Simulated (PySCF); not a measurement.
BFH₄O₃Si, SMILES OB(O)O[SiH2]F.

Geometry: PBE0-D3(BJ)/def2-SVP. This is a generated structure with no PubChem entry under its InChIKey; it may be hypothetical. Other conformers were not sampled.

Vertical ionisation energy (IE) and electron affinity (EA) in eV. Rows of orbital energies are one-electron estimates. Where ΔSCF, EOM or ADC give a negative EA the extra electron is unbound and the value depends on the basis.

| level | IE | EA |
|---|---|---|
| −ε(HOMO), −ε(LUMO), M06-2X/def2-TZVP (PySCF) | 11.06 | -0.71 |
| −ε(HOMO), −ε(LUMO), PBE/def2-TZVP (PySCF) | … | … |

### Question
What belongs in the gaps? (An estimate is asked for; the answer gives what the named calculation found.)

### Answer

- −ε(HOMO), −ε(LUMO), PBE/def2-TZVP (PySCF), IE: 7.76
- −ε(HOMO), −ε(LUMO), PBE/def2-TZVP (PySCF), EA: 0.77
